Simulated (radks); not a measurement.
Species: Ge+. Configuration: [Ar] 3d10 4s2 4d1 (not the ground configuration).

Calculated with a radial shooting solver on a logarithmic mesh with Libxc functionals: scalar-relativistic Kohn-Sham, PBE, spin-polarised, spherical densities, finite nucleus; open shells are filled with parallel spins first; Fermi nuclear charge, rms radius 4.0742 fm.

Energy parts (eV):
| part | energy |
|---|---|
| total | -57095.772 |
| kinetic | 58130.319 |
| electron-nucleus | -137212.079 |
| Hartree | 24139.644 |
| exchange-correlation | -2153.656 |

Orbitals (lengths in bohr, moments of r in powers of bohr; r(max) is where P^2 peaks):
| orbital | occ. | eigenvalue (eV) | r(max) | <r^4> |
|---|---|---|---|---|
| 1s up | 1 | -10974.55 | 0.03073 | 0.00002275 |
| 1s down | 1 | -10974.56 | 0.03073 | 0.00002275 |
| 2s up | 1 | -1385.038 | 0.1760 | 0.004692 |
| 2s down | 1 | -1385.026 | 0.1760 | 0.004692 |
| 2p up | 3 | -1212.001 | 0.1412 | 0.003441 |
| 2p down | 3 | -1211.992 | 0.1412 | 0.003441 |
| 3s up | 1 | -181.7418 | 0.5424 | 0.3261 |
| 3s down | 1 | -181.7292 | 0.5424 | 0.3261 |
| 3p up | 3 | -128.8749 | 0.5432 | 0.4221 |
| 3p down | 3 | -128.8624 | 0.5432 | 0.4220 |
| 3d up | 5 | -42.5050 | 0.5037 | 1.142 |
| 3d down | 5 | -42.4842 | 0.5037 | 1.131 |
| 4s up | 1 | -23.0448 | 1.685 | 32.27 |
| 4s down | 1 | -22.7234 | 1.676 | 31.06 |
| 4d up | 1 | -4.7368 | 3.851 | 1025 |

The highest occupied level is 4d up at -4.737 eV. The spin density at the nucleus is -0.4574 e/bohr^3 (1s -0.0032, 2s -0.0192, 3s 0.0179, 4s -0.4529). Spin moment in Bohr magnetons: 1. The density falls to 0.001 e/bohr^3 at r = 4.43 bohr. Summed over all electrons, <r^2> = 44.52 bohr^2, which gives a Langevin (diamagnetic) susceptibility term of -35.3 x 10^-6 cm^3/mol. The electron density at the nucleus is 3.21e+04 e/bohr^3 (large components only).
